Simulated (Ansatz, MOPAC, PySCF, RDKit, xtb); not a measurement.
Pair of molecules: SiH4 (SMILES [SiH4]) (first 5 atoms) with CH3Br (SMILES CBr); geometry from B3LYP-D3(BJ)/def2-TZVP, rigid monomers moved along the line of their centres of mass till Si1···Br7 is 3.42 Å.
(charge 0, multiplicity 1):
| atom | x (Å) | y (Å) | z (Å) |
|---|---|---|---|
| Si | -0.0443 | -0.3024 | 0.0989 |
| H | 0.6309 | -1.5814 | 0.4011 |
| H | -1.4102 | -0.3016 | 0.6688 |
| H | -0.1368 | -0.1274 | -1.3701 |
| H | 0.7252 | 0.8259 | 0.6690 |
| C | -0.8663 | 1.2468 | 3.2401 |
| Br | 0.0426 | -0.4651 | 3.5115 |
| H | -0.1903 | 1.8915 | 2.6898 |
| H | -1.0948 | 1.6555 | 4.2180 |
| H | -1.7688 | 1.0506 | 2.6724 |

Monomers are frozen at their geometry in the pair; levels with a basis set take the counterpoise correction. Rows marked so take none. RDKit's UFF carries no charges.

Cores are frozen in the correlated methods. Filled d and f shells under p-block atoms count as core. Rows in 3-21G carry no dispersion term and start afresh at each structure; the Pople sets are all-electron and without relativity. The state reached by AM1 isn't checked.

Run with Ansatz (a program for electronic structure) with Gaussian orbitals; MOPAC for AM1 (differences of heats of formation); PySCF for 3-21G rows, the dispersion terms; RDKit for the force fields; xtb for the GFN methods. Values without a source in brackets are computed.

| level | interaction energy (kJ/mol) |
|---|---|
| UFF | 5.6 |
| AM1 | 5.2 |
| GFN2-xTB | -3.8 |
| HF/3-21G (no counterpoise) | 7.0 |
| r2SCAN/def2-TZVPPD | -0.6 |
| B3LYP-D3(BJ)/def2-TZVPPD | -4.2 |
| PBE0-D4/def2-TZVPPD | -4.0 |
| wB97X-V/def2-TZVPPD | (withheld) |
| MP2/def2-SVPD | (withheld) |

Task: Complete the blanks.

Result: 
- wB97X-V/def2-TZVPPD, interaction energy (kJ/mol): -3.2
- MP2/def2-SVPD, interaction energy (kJ/mol): 1.2
